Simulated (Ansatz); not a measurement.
CH6ClGeN, SMILES `[CH3][GeH]([NH2])[Cl]`. Charge 0, multiplicity 1.

```json
{"atom": "C1", "x (Å)": "-1.0408", "y (Å)": "0.9430", "z (Å)": "0.4931"}
{"atom": "Ge2", "x (Å)": "-0.0687", "y (Å)": "-0.6561", "z (Å)": "0.0042"}
{"atom": "N3", "x (Å)": "1.2615", "y (Å)": "-0.2303", "z (Å)": "-1.1663"}
{"atom": "Cl4", "x (Å)": "0.7211", "y (Å)": "-1.4878", "z (Å)": "1.8641"}
{"atom": "H5", "x (Å)": "-0.3600", "y (Å)": "1.6598", "z (Å)": "0.9538"}
{"atom": "H6", "x (Å)": "-1.4870", "y (Å)": "1.3914", "z (Å)": "-0.3956"}
{"atom": "H7", "x (Å)": "-1.8250", "y (Å)": "0.6971", "z (Å)": "1.2088"}
{"atom": "H8", "x (Å)": "-0.8995", "y (Å)": "-1.7842", "z (Å)": "-0.6196"}
{"atom": "H9", "x (Å)": "1.7999", "y (Å)": "-1.0171", "z (Å)": "-1.5011"}
{"atom": "H10", "x (Å)": "1.8985", "y (Å)": "0.4842", "z (Å)": "-0.8413"}
```

Question: List the harmonic frequencies (cm⁻¹, unscaled) at PBE0-D4/def2-TZVP in Ansatz. (Estimate.)

Answer: The calculation gave: 121, 159, 182, 200, 246, 394, 566, 622, 635, 706, 737, 822, 851, 924, 1268, 1449, 1453, 1586, 2177, 3068, 3162, 3168, 3562, 3656.

Question: Is this a minimum?

Answer: Yes, all 24 modes are real.

Question: Give the ideal-gas thermochemistry at 298.15 K and 1 bar (rigid rotor, harmonic oscillator; point group C1, symmetry number 1).

Answer: Zero-point energy 189.7 kJ/mol; H(298) − E = 210.6 kJ/mol; entropy 346.7 J/(mol·K), of which translation 170.5, rotation 112.2, vibration 63.9; G(298) − E = 107.2 kJ/mol.

Question: And at 400, 500, 600, 800 and 1000 K?

Answer: 
```tsv
T (K)	H − E (kJ/mol)	S (J/mol/K)	G − E (kJ/mol)
400	222.3	380.6	70.1
500	235.5	409.9	30.6
600	249.9	436.1	-11.8
800	281.5	481.4	-103.6
1000	316.1	519.9	-203.9
```
